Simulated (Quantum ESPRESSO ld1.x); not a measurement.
The numbers below are computed, except where a source is named.
Problem. All-electron atom: Zn12+ in [Ar]. Code: ld1.x of Quantum ESPRESSO 7.5. Model: Dirac Kohn-Sham, B86b exchange with PBE correlation, spin-unpolarised, spherical densities, point nucleus. Some entries of the table are withheld. Estimate them.

orbital  occ.  eigenvalue (eV)  <r> (bohr)
1s1/2       2              (1)     0.05032
2s1/2       2         -1533.65      0.2250
2p1/2       2         -1395.69         (2)
2p3/2       4         -1371.76         (3)
3s1/2       2         -449.393      0.6063
3p1/2       2              (4)      0.6010
3p3/2       4              (5)      0.6072
3d3/2       0         -328.754      0.5697
3d5/2       0         -327.982      0.5715
4s1/2       0         -201.438       1.260
4p1/2       0         -185.086       1.293
4p3/2       0         -183.798       1.302
4f5/2       0         -137.924       1.282
4f7/2       0         -137.876       1.283

Solution. 
(1) 1s1/2 eigenvalue (eV): -9893.10
(2) 2p1/2 <r> (bohr): 0.1952
(3) 2p3/2 <r> (bohr): 0.1985
(4) 3p1/2 eigenvalue (eV): -404.448
(5) 3p3/2 eigenvalue (eV): -400.107
